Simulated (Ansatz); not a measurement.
Steps of a relaxation of `F[Si](F)(S)S` with RKS PBE0-D4/def2-TZVP.

```sh
$ ansatz run in.yaml --threads 2 --pin off --events-out ev --progress --plain --max-ram 22528MiB --backend cuda --devices 0, --max-vram 18GiB
```

```yaml
crystal:
  periodic: [false, false, false]
  atoms:
    - {symbol: F, position_ang: [0.201860, -1.656630, -1.003380]}
    - {symbol: Si, position_ang: [-0.125860, -0.413310, -0.062730]}
    - {symbol: F, position_ang: [-0.217620, -1.161000, 1.347580]}
    - {symbol: S, position_ang: [-1.961140, 0.444490, -0.669500]}
    - {symbol: S, position_ang: [1.482430, 0.975190, 0.011780]}
    - {symbol: H, position_ang: [-1.701330, 1.671970, -0.233260]}
    - {symbol: H, position_ang: [2.321650, 0.139290, 0.609510]}
basis:
  gaussian: {orbitals: def2-TZVP}
hamiltonian: {xc: pbe0, dispersion: d4}
relax: {f_tol: 0.005, max_steps: 150}
```

Positions (Å) and forces (eV/Å) along the path, 10 of 10 steps:

```xyz
7
step=1 energy=-35007.7841 eV
F     0.202   -1.657   -1.003   -0.207    0.423   -0.144
Si   -0.126   -0.413   -0.063    0.459   -0.592    0.461
F    -0.218   -1.161    1.348   -0.107    0.431   -0.190
S    -1.961    0.444   -0.669    0.097   -0.511   -0.233
S     1.482    0.975    0.012   -0.663    0.333   -0.390
H    -1.701    1.672   -0.233    0.221    0.322    0.237
H     2.322    0.139    0.610    0.201   -0.405    0.259
7
step=2 energy=-35007.8292 eV
F     0.165   -1.675   -1.017    0.094    0.289   -0.012
Si   -0.100   -0.419   -0.077   -0.252   -0.546    0.038
F    -0.224   -1.117    1.353    0.145    0.366   -0.169
S    -1.907    0.436   -0.723    0.170    0.251    0.111
S     1.444    1.019   -0.071   -0.131   -0.392    0.066
H    -1.567    1.595   -0.117   -0.185   -0.109   -0.077
H     2.189    0.160    0.651    0.160    0.141    0.044
7
step=3 energy=-35007.8552 eV
F     0.160   -1.685   -1.023   -0.013    0.258   -0.043
Si   -0.108   -0.429   -0.087   -0.040   -0.496    0.182
F    -0.216   -1.110    1.350    0.041    0.272   -0.136
S    -1.906    0.447   -0.730    0.094    0.173    0.034
S     1.450    0.986   -0.076    0.037   -0.171    0.038
H    -1.610    1.610   -0.110   -0.082   -0.144   -0.043
H     2.232    0.181    0.675   -0.036    0.108   -0.033
7
step=4 energy=-35007.8665 eV
F     0.143   -1.699   -1.032   -0.034    0.171   -0.069
Si   -0.107   -0.438   -0.103   -0.005   -0.342    0.202
F    -0.209   -1.085    1.346   -0.006    0.160   -0.064
S    -1.889    0.461   -0.754    0.048    0.185    0.048
S     1.461    0.958   -0.106    0.208   -0.108    0.098
H    -1.636    1.597   -0.065   -0.052   -0.206   -0.079
H     2.236    0.207    0.714   -0.160    0.140   -0.136
7
step=5 energy=-35007.8489 eV rejected
F     0.071   -1.661   -1.042    0.293   -0.230    0.042
Si   -0.074   -0.430   -0.062   -0.533    0.297   -0.486
F    -0.257   -1.037    1.384    0.086    0.011    0.105
S    -1.806    0.489   -0.867    0.189    0.056    0.295
S     1.532    0.926   -0.116    0.053   -0.121    0.090
H    -1.799    1.510    0.010   -0.004   -0.031   -0.027
H     2.335    0.204    0.693   -0.084    0.018   -0.020
7
step=6 energy=-35007.8788 eV
F     0.124   -1.697   -1.035    0.022    0.012   -0.042
Si   -0.096   -0.438   -0.103   -0.085   -0.023   -0.015
F    -0.217   -1.043    1.357   -0.012    0.054    0.018
S    -1.852    0.481   -0.809    0.040    0.127    0.130
S     1.496    0.934   -0.134    0.124   -0.074    0.075
H    -1.698    1.555   -0.002   -0.018   -0.170   -0.097
H     2.243    0.209    0.727   -0.070    0.076   -0.071
7
step=7 energy=-35007.8825 eV
F     0.120   -1.703   -1.042    0.001   -0.010   -0.010
Si   -0.093   -0.437   -0.118   -0.028    0.030   -0.009
F    -0.229   -1.007    1.354    0.008    0.000    0.009
S    -1.838    0.496   -0.823   -0.013   -0.025   -0.007
S     1.521    0.911   -0.166    0.029    0.003    0.005
H    -1.706    1.515    0.043   -0.009    0.010    0.005
H     2.225    0.225    0.753    0.012   -0.008    0.008
7
step=8 energy=-35007.8830 eV
F     0.120   -1.697   -1.042    0.006   -0.007   -0.001
Si   -0.091   -0.429   -0.119   -0.017    0.005   -0.008
F    -0.228   -0.995    1.355    0.002   -0.002    0.004
S    -1.842    0.492   -0.828    0.017    0.009    0.017
S     1.534    0.907   -0.164    0.005    0.007   -0.004
H    -1.727    1.509    0.045   -0.009   -0.007   -0.010
H     2.234    0.212    0.753   -0.004   -0.005    0.001
7
step=9 energy=-35007.8831 eV
F     0.121   -1.696   -1.040    0.000    0.004   -0.001
Si   -0.090   -0.427   -0.119    0.005   -0.001    0.003
F    -0.227   -0.991    1.355   -0.001    0.003    0.000
S    -1.839    0.494   -0.830   -0.007   -0.004   -0.006
S     1.538    0.906   -0.165   -0.001   -0.003    0.002
H    -1.737    1.507    0.048    0.003    0.002    0.003
H     2.234    0.207    0.751    0.000    0.000   -0.001
7
step=10 energy=-35007.8831 eV
F     0.122   -1.696   -1.040    0.000    0.000    0.000
Si   -0.090   -0.426   -0.119   -0.001    0.000   -0.001
F    -0.228   -0.990    1.356    0.000    0.000    0.000
S    -1.840    0.493   -0.830    0.000    0.000    0.000
S     1.537    0.907   -0.164   -0.001    0.000    0.000
H    -1.736    1.507    0.047    0.000    0.000    0.000
H     2.234    0.206    0.750    0.001    0.000    0.000
```

Hardware: 2 threads of an AMD EPYC 7R13 on a shared host and a share of an NVIDIA H100 80 GB. Wall time 19 s, peak host memory 0.89 GiB.
